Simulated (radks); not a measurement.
Species: Sb0.9+. Configuration: [Kr] 4d(3/2: 4, 5/2: 5.1) 5s2 5p3 (fractional occupations, a model configuration). All-electron calculation, Dirac Kohn-Sham, PBEsol, spin-unpolarised, spherical densities, finite nucleus; open shells fill j = l - 1/2 first; Fermi nuclear charge, rms radius 4.6802 fm. Program: a radial shooting solver on a logarithmic mesh with Libxc functionals. Some entries of the table are withheld. Estimate them.

orbital,occ.,eigenvalue (eV),<r^2> (bohr^2),<r> (bohr)
1s1/2,2,-30282.37,0.001095,0.02843
2s1/2,2,-4620.121,(1),0.1223
2p1/2,2,-4324.040,0.01312,0.1033
2p3/2,4,-4072.439,0.01442,0.1088
3s1/2,2,-917.6513,0.1250,0.3304
3p1/2,2,-796.5967,0.1197,0.3209
3p3/2,4,-750.1576,0.1281,0.3323
3d3/2,4,-536.2027,0.1092,0.3033
3d5/2,6,-526.5448,0.1117,0.3069
4s1/2,2,-162.5046,0.7014,0.7876
4p1/2,2,-121.3572,0.7809,0.8273
4p3/2,4,-112.6145,0.8355,0.8558
4d3/2,4,-47.1832,1.177,1.000
4d5/2,5.1,-45.8815,1.205,1.012
5s1/2,2,-21.6927,4.937,2.090
5p1/2,2,-13.0350,(2),2.489
5p3/2,1,-12.1903,(3),2.586

Answer. 
(1) 2s1/2 <r^2> (bohr^2): 0.01768
(2) 5p1/2 <r^2> (bohr^2): 7.066
(3) 5p3/2 <r^2> (bohr^2): 7.627
